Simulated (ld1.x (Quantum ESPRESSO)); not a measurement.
**Varying the TM potential for calcium**

Base potential:

```
Element                 : Ca (Z = 20)
Generator               : ld1.x (Quantum ESPRESSO) 7.5
Type                    : norm-conserving Troullier–Martins (Kleinman–Bylander form)
Functional              : PBE
Relativity              : scalar-relativistic
Frozen core             : [Ne]
Valence charge          : 10
Reference configuration : 3s2 3p6 3d0 4s1 4p1
Partial waves           : 3s (bound): rc 1.90 bohr; 3d (bound, empty): rc 3.10 bohr; 3p (bound): rc 1.55 bohr
Local potential         : the p channel
Core correction         : Bessel-smoothed model core, default radius (core density twice the valence density)
```

Occupied shells without a wave of their own: 4p, 4s. They enter only through the test configuration that unscreens the potential, and ld1.x also counts them in the model core charge.

All-electron outer shells of the reference configuration (PBE, scalar-relativistic, ld1.x):

```tsv
shell	level (eV)	outermost node (bohr)	outermost maximum (bohr)
2s	-415.77	0.10	0.30
2p	-336.13	–	0.25
3s	-48.45	0.45	0.99
3p	-29.35	0.42	1.04
4s	-4.42	1.42	3.33
3d	-3.03	–	1.26
4p	-1.94	1.62	4.28
```

Cutoffs, loose and tight: the cutoffs (Ry, on a coarse ladder) from which the occupation-weighted sum of valence levels, in a spherical-Bessel basis at the reference potential, stays within 10 and 1 mRy of its value at 400 Ry. They do not see the model core or the augmentation charge, which bear on the density cutoff. Test errors are all-electron minus pseudo excitation energies from the reference, over the configurations 3s2 3p6 3d0 4s2 4p0; 3s2 3p6 3d0 4s1 4p0; 3s2 3p6 3d0 4s0 4p0; 3s2 3p6 3d0.5 4s1.5 4p0; 3s1 3p6 3d0 4s2 4p0; 3s2 3p5 3d0 4s2 4p0; 3s2 3p6 3d1 4s1 4p0. A dash means not determined; rows that change the core or the reference have their own tests.

With those shells counted twice in exchange and correlation these files are broken, and their errors move erratically; no question is asked of them.

| change | outcome | cutoff, loose | cutoff, tight | bound ghosts | largest test error (meV) |
| --- | --- | --- | --- | --- | --- |
| base | generated, misses its reference levels by 0.23 eV | 30 Ry | 55 Ry | none | -1079 |
| wave 3s (bound): rc 1.90 bohr becomes 3s (bound): rc 1.28 bohr | generated | 70 Ry | 100 Ry | none | -757 |
| wave 3s (bound): rc 1.90 bohr becomes 3s (bound): rc 1.50 bohr | generated | 55 Ry | 80 Ry | none | -823 |
| wave 3s (bound): rc 1.90 bohr becomes 3s (bound): rc 1.60 bohr | generated | 35 Ry | 70 Ry | none | -879 |
| wave 3s (bound): rc 1.90 bohr becomes 3s (bound): rc 1.84 bohr | generated, misses its reference levels by 0.19 eV | 30 Ry | 60 Ry | none | -1012 |
| wave 3s (bound): rc 1.90 bohr becomes 3s (bound): rc 2.02 bohr | generated, misses its reference levels by 0.27 eV | 30 Ry | 55 Ry | none | -1150 |
| wave 3s (bound): rc 1.90 bohr becomes 3s (bound): rc 2.26 bohr | generated, misses its reference levels by 0.36 eV | 30 Ry | 55 Ry | none | -1298 |
| wave 3s (bound): rc 1.90 bohr becomes 3s (bound): rc 2.48 bohr | generated, misses its reference levels by 0.43 eV | 30 Ry | 55 Ry | none | -1424 |
| wave 3s (bound): rc 1.90 bohr becomes 3s (bound): rc 2.58 bohr | generated, misses its reference levels by 0.46 eV | 30 Ry | 55 Ry | none | -1470 |
| wave 3s (bound): rc 1.90 bohr becomes 3s (bound): rc 2.82 bohr | generated, misses its reference levels by 0.45 eV | 30 Ry | 55 Ry | none | -1464 |

Reading the sweep of the s radius (base included, trends over the rows without a ghost): The loose cutoff falls from 70 Ry at 1.28 to 30 Ry at 2.82 bohr. A larger radius leaves more room for a smooth pseudo-wave, so fewer plane waves are needed; a smaller one forces it to follow the all-electron wave where it bends sharply. The median size of the test errors (rows with all tests solved) is not monotonic: lowest 20.3 meV at 1.28 bohr, highest 370.0 meV at 2.58 bohr.
